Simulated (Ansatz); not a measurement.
Input file for Ansatz (an electronic-structure program): R-CCSD(T)/def2-TZVPPD on BrHSn (SMILES [Br][SnH]), atoms moved off the minimum. Elements past Kr take the def2 small-core potentials; no spin–orbit coupling. Files ending in .json are basis or fitting sets from the Basis Set Exchange. The run froze 23 orbitals, filled d shells among them.

Ansatz 0.2 input:
```yaml
crystal:
  periodic: [false, false, false]
  atoms:
    - {symbol: Sn, position_ang: [-0.50837238, -0.47472112, 0.78817836]}
    - {symbol: H, position_ang: [-1.86187512, -1.08582459, -0.64256371]}
    - {symbol: Br, position_ang: [0.86114194, 0.52657254, -0.89508494]}
basis:
  gaussian:
    orbitals: def2-TZVPPD.json
magnetization: {spin_polarized: false}
correlation: {method: ccsd_t, electrons: outside_noble_gas}
scf: {lower_state_search: off}
output: {forces: true}
```

The log:

```
WARN ansatz: RAYON_NUM_THREADS=1 ignored (pool sized by the plan → 1); use --threads N
Functional definition: HF
these checks for a lower state are left out or cut short: starts, cluster_reference, orbital_swaps, neighbouring_geometries, increment
integrals: 0.23 GiB planned
962 factors; integrals over basis functions are off by at most 8.2e-4 eV
mean field: 0.42 GiB planned
mean field evaluation 1: about -75820.3661 eV, gradient 1.2e1 eV
mean field evaluation 2: about -75820.4026 eV, gradient 1.2e1 eV
mean field evaluation 4: about -75821.1031 eV, gradient 1.5e0 eV
mean field evaluation 8: about -75821.1201 eV, gradient 1.3e-1 eV
mean field -75821.12024820 eV, -2786.3747757201 hartree, gradient 1.3e-6 eV, S^2 0.000000; 0 other end points of the search recorded, 0 dependent functions left out
23 core orbitals not correlated
reference -75821.12024820 eV, -2786.3747757201 hartree; 6, 6 occupied and 101, 101 virtual orbitals, 962 factors
densities: 0.84 GiB planned
second order -6.68628539 eV of doubles, -0.00000000 eV of singles
coupled cluster: 0.56 GiB planned
cycle   1  -7.23486970 eV  change   -5.5e-1 eV  update   7.3e-2
cycle   2  -7.47430166 eV  change   -2.4e-1 eV  update   2.7e-2
cycle   3  -7.51329204 eV  change   -3.9e-2 eV  update   1.3e-2
cycle   4  -7.50767956 eV  change    5.6e-3 eV  update   4.3e-3
cycle   5  -7.50765099 eV  change    2.9e-5 eV  update   1.5e-3
cycle   6  -7.50787152 eV  change   -2.2e-4 eV  update   5.5e-4
cycle   7  -7.50783317 eV  change    3.8e-5 eV  update   1.9e-4
cycle   8  -7.50786669 eV  change   -3.4e-5 eV  update   7.4e-5
cycle   9  -7.50786463 eV  change    2.1e-6 eV  update   2.6e-5
cycle  10  -7.50785317 eV  change    1.1e-5 eV  update   9.2e-6
cycle  11  -7.50785558 eV  change   -2.4e-6 eV  update   3.5e-6
cycle  12  -7.50785592 eV  change   -3.4e-7 eV  update   1.3e-6
perturbative correction -0.30530992 eV, -0.0112199326 hartree
the calculation of the forces begins
mean field evaluation 16: about -75821.0695 eV, gradient 5.7e-1 eV
Total energy: -75828.93341404 eV, -2786.6619042687 hartree
Atom 0 at    -0.508372    -0.474721     0.788178 Å, force    -2.313809    -1.349249     0.044187 eV/Å
Atom 1 at    -1.861875    -1.085825    -0.642564 Å, force     1.034492     0.440330     1.312149 eV/Å
Atom 2 at     0.861142     0.526573    -0.895085 Å, force     1.279317     0.908920    -1.356336 eV/Å
Dipole moment:    -0.033009    -0.071538     0.428131 e Å
Checks for a lower state left out: starts, cluster_reference, orbital_swaps, neighbouring_geometries, increment
```

Self-consistency was reached.

Cost: about 28 core-seconds (a rough figure).
